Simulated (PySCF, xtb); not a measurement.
CH4BBr, SMILES CBBr.

Harmonic wavenumbers (cm⁻¹) from GFN2-xTB run with xtb at its own minimum, in rising order: 37, 281, 576, 630, 826, 906, 1011, 1129, 1390, 1468, 1483, 2631, 2970, 3021, 3027.

Question: What does PySCF 2.14.0 with PBE0-D3(BJ)/def2-TZVP give at its own minimum? (The exact figures need the calculation; the answer reports its results.)

Answer: 53, 283, 599, 629, 850, 899, 1041, 1138, 1320, 1441, 1445, 2652, 3029, 3083, 3152. Paired by order, the mean absolute difference is 34 cm⁻¹ and the zero-point energies are 30.6 and 30.9 kcal/mol.
